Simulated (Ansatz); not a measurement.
Reaction (ligand exchange at the Si–O bond): `[F][Ga]([F])[O][SiH3]` + `CC[Si]O` → `CC[Si]O[SiH3]` + `[OH][Ga]([F])[F]`

Computed with Ansatz on PBE0-D4/def2-TZVP structures; ΔE is electronic, products minus reactants. CCSD(T)/CBS is the MP2 limit (def2-TZVPP, def2-QZVPP) plus CCSD(T) − MP2 in def2-TZVPP, frozen cores. DFT in def2-TZVPP. For Ga outer-core shells are correlated without core-valence functions, which leaves a few kJ/mol of doubt a bond. Scalar relativity is left out up to krypton. One conformer a species, not always the lowest.

```json
{"level": "PBE-D4", "ΔE (kcal/mol)": "0.3", "difference from CCSD(T)/CBS": "-0.3"}
{"level": "revPBE-D4", "ΔE (kcal/mol)": "-0.5", "difference from CCSD(T)/CBS": "-1.1"}
{"level": "B97M-V", "ΔE (kcal/mol)": "0.6", "difference from CCSD(T)/CBS": "0.0"}
{"level": "r2SCANh-D4", "ΔE (kcal/mol)": "1.0", "difference from CCSD(T)/CBS": "0.4"}
{"level": "ωB97X-V", "ΔE (kcal/mol)": "0.8", "difference from CCSD(T)/CBS": "0.2"}
{"level": "PBE-QIDH", "ΔE (kcal/mol)": "1.3", "difference from CCSD(T)/CBS": "0.7"}
{"level": "revPBE", "ΔE (kcal/mol)": "1.4", "difference from CCSD(T)/CBS": "0.8"}
{"level": "r2SCAN", "ΔE (kcal/mol)": "1.2", "difference from CCSD(T)/CBS": "0.6"}
{"level": "BHLYP", "ΔE (kcal/mol)": "1.5", "difference from CCSD(T)/CBS": "0.9"}
{"level": "CAM-B3LYP", "ΔE (kcal/mol)": "1.4", "difference from CCSD(T)/CBS": "0.8"}
{"level": "HF/def2-SVP", "ΔE (kcal/mol)": "2.2", "difference from CCSD(T)/CBS": "1.6"}
{"level": "MP2/def2-SVP", "ΔE (kcal/mol)": "1.6", "difference from CCSD(T)/CBS": "1.0"}
{"level": "CCSD(T)/def2-TZVPP", "ΔE (kcal/mol)": "1.0", "difference from CCSD(T)/CBS": "0.4"}
{"level": "MP2/def2-QZVPP", "ΔE (kcal/mol)": "0.6", "difference from CCSD(T)/CBS": "0.0"}
{"level": "SCS-MP2/def2-QZVPP", "ΔE (kcal/mol)": "0.8", "difference from CCSD(T)/CBS": "0.2"}
{"level": "CCSD/CBS(def2)", "ΔE (kcal/mol)": "0.7", "difference from CCSD(T)/CBS": "0.1"}
{"level": "CCSD(T)/CBS", "ΔE (kcal/mol)": "0.6", "difference from CCSD(T)/CBS": "0"}
```

Largest T1 diagnostic among the species: 0.015.

In def2-TZVPP, CCSD(T) changes the Hartree–Fock value by −0.8 kcal/mol (the triples alone add −0.1 kcal/mol) and MP2 by −0.9 kcal/mol. The D4 term adds −1.4 kcal/mol with B3LYP and −0.8 kcal/mol with PBE0; it sums over pairs of atoms, weighted by their polarisabilities, and B3LYP, whose exchange is more repulsive, gets the larger term.

B3LYP here is the variant with VWN-RPA as its local correlation; programs differ in this.
